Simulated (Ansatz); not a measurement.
```json
{"atom": "P", "x (Å)": "0.0000", "y (Å)": "0.0000", "z (Å)": "-0.4737"}
{"atom": "N", "x (Å)": "0.0000", "y (Å)": "0.0000", "z (Å)": "1.0150"}
```

Basis set: cc-pVDZ (spherical functions). Left uncorrelated: 6 orbitals. Charge 0, multiplicity 1.

Computed with Ansatz (development build ahead of 0.2.0); each method stands on the lowest determinant of its kind that the runs found. Restricted open shells among the atoms or ions are ROHF, correlated in semicanonical orbitals with singles.

**Question.** Give the atomization energy at this shape (free ground-state atoms in the same class of orbitals less the molecule, no zero-point energy) of singlet PN by RHF-MP2, RHF.

**Answer.**

```tsv
method	atomization energy
RHF-MP2	524.1 kJ/mol
RHF	120.6 kJ/mol
```

Caution: in another basis set an unrestricted determinant lies well below.
